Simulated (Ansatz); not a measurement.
SnNH5, closed shell: at the end structure of a reaction step.

in.yaml

```yaml
crystal:
  periodic: [false, false, false]
  atoms:
    - {symbol: Sn, position_ang: [0.223257, -1.391798, 0.785121]}
    - {symbol: H, position_ang: [-0.276116, 0.180743, -1.634985]}
    - {symbol: N, position_ang: [0.178035, 0.431880, -0.765208]}
    - {symbol: H, position_ang: [-0.349338, 1.178829, -0.330229]}
    - {symbol: H, position_ang: [-1.514942, -1.045783, 0.951509]}
    - {symbol: H, position_ang: [0.631263, -0.127210, 1.969569]}
    - {symbol: H, position_ang: [1.107941, 0.773338, -0.975777]}
basis:
  gaussian: {orbitals: def2-TZVPP}
hamiltonian: {xc: {name: wB97M-V}}
```

Command:

```bash
ansatz run in.yaml --threads 2 --pin off --events-out ev --progress --plain --max-ram 4352MiB
```

What Ansatz 0.2.0 printed:

```
Functional definition: wB97M-V
  name "wB97M-V"
  cite "Mardirossian & Head-Gordon, J. Chem. Phys. 144, 214110 (2016) doi:10.1063/1.4952647"
  cite "Becke, J. Chem. Phys. 107, 8554 (1997) doi:10.1063/1.475007"
  cite "Vydrov & Van Voorhis, J. Chem. Phys. 133, 244103 (2010) doi:10.1063/1.3521275"
  # Of w^i u^j: cxij and so on, Table III.
  parameter omega = 0.3/bohr
  parameter cx = 0.15
  parameter cx01 = 1.007
  parameter cx10 = 0.259
  parameter css00 = 0.443
  parameter css04 = -1.437
  parameter css10 = -4.535
  parameter css20 = -3.390
  parameter css43 = 4.278
  parameter cos00 = 1.000
  parameter cos10 = 1.358
  parameter cos20 = 2.924
  parameter cos21 = -8.812
  parameter cos60 = -1.390
  parameter cos61 = 9.142
  parameter b = 6.0
  parameter c = 0.01
  gx(w, u) = 1 - cx + cx01*u + cx10*w
  gss(w, u) = css00 + css04*u^4 + css10*w + css20*w^2 + css43*w^4*u^3
  gos(w, u) = cos00 + cos10*w + (cos20 + cos21*u)*w^2 + (cos60 + cos61*u)*w^6
  exchange = spin_sum(e_x_unif_sr(omega)*gx(b97_w, b97_u_x)) + cx*exact_x_sr(omega) + exact_x_lr(omega)
  correlation = spin_sum(e_c_pw_mod_same_spin*gss(b97_w, b97_u_same))
      + integral(e_c_pw_mod_opposite_spin*gos(b97_w_opposite, b97_u_opposite)) + vv10(b, c)
882 factors; their error is unknown
222 factors; integrals over basis functions are off by at most 9.0e-6 eV
mean field evaluation 1: about -7398.1753 eV, gradient 4.0e1 eV
mean field evaluation 2: about -7398.5776 eV, gradient 3.7e1 eV
mean field evaluation 4: about -7401.1114 eV, gradient 1.0e0 eV
mean field evaluation 8: about -7401.1595 eV, gradient 3.2e-1 eV
mean field evaluation 16: about -7401.1596 eV, gradient 3.7e-5 eV
mean field -7401.15959590 eV, -271.9875984631 hartree, gradient 3.7e-5 eV, S^2 0.000000; 0 other end points of the search recorded, 0 dependent functions left out
reference -7401.15964762 eV, -271.9876003637 hartree; 17, 17 occupied and 134, 134 virtual orbitals, 882 factors
Total energy: -7401.15964762 eV, -271.9876003637 hartree
```

The lines “mean field evaluation” count trial sets of orbitals through the whole run, from several starts and some on an approximate energy, so they need not fall steadily or lie above the final value.

Hardware: 2 CPU threads of an Arm Neoverse V1, shared host. Wall time about 6 s.
